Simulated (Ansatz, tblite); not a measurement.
Removing an electron: InH2(CCH) (C2H3In). Charge 0, multiplicity 1. Geometry: PBE-D4/def2-TZVP. Ansatz, gas phase; energy differences of separate SCF runs; the oxidised species was run as a doublet alone.

```xyz
6

In   -0.311   -0.609   -1.200
H     0.468   -2.112   -1.527
H    -1.440    0.204   -2.219
C     0.163    0.326    0.629
C     0.440    0.859    1.692
H     0.679    1.331    2.626
```

In the def2 sets In takes a core potential; there is no spin–orbit coupling. The xTB rows come from tblite. Correlated methods freeze 6 core orbitals; core or outer-core shells of In are correlated, in sets that lack core-valence functions.

```
              level  −HOMO (eV)  vertical IE (eV)  −LUMO (eV)  HOMO–LUMO gap (eV)
           GFN1-xTB       11.60             14.44        5.44                6.15
           GFN2-xTB       11.38             14.35        6.76                4.62
      HF/def2-TZVPP           –              8.72           –                   –
   PBE-D4/def2-TZVP        6.56              9.54        2.76                3.80
r2SCAN-D4/def2-TZVP        6.78              9.61        2.48                4.30
  PBE0-D4/def2-TZVP        7.72              9.79        2.01                5.71
     MP2/def2-TZVPP           –             10.53           –                   –
    CCSD/def2-TZVPP           –             10.05           –                   –
 CCSD(T)/def2-TZVPP           –             10.18           –                   –
```

Relaxing the oxidised species (PBE-D4/def2-TZVP) changes its energy by -0.10 eV at PBE-D4/def2-TZVP, so the adiabatic ionisation energy to this nearest minimum is 9.44 eV. At PBE0-D4/def2-TZVP it is 9.74 eV.   Raw xTB energy differences between charge states are shifted by several eV; the methods need an empirical correction for them.
